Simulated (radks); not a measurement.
Values are calculated unless marked as measured or tabulated.
Initial-state core-level shifts of neutral barium when its valence configuration changes from [Xe] 6s2. Level of theory: Dirac Kohn-Sham, PBE, spin-unpolarised, spherical densities, point nucleus; open shells are shared between the two j in proportion to 2j + 1 (a radial shooting solver on a logarithmic mesh with Libxc functionals). Shifts are changes of the shell-averaged eigenvalues in eV (positive: less bound).

valence          3s      4s      5s      5p
4f1 6s1      -1.350  -1.401  -1.982  -2.091
4f2          -0.676  -0.782  -2.151  -2.414
6p2          -2.264  -2.256  -2.204  -2.140
4f1 6p1      -1.034  -1.111  -1.990  -2.140
6s1 6p1      -1.172  -1.168  -1.145  -1.115
4f0.5 6s1.5  -1.746  -1.752  -1.829  -1.835
5d0.5 6s1.5  +0.708  +0.702  +0.683  +0.625
5d1 6s1      +1.291  +1.282  +1.256  +1.149
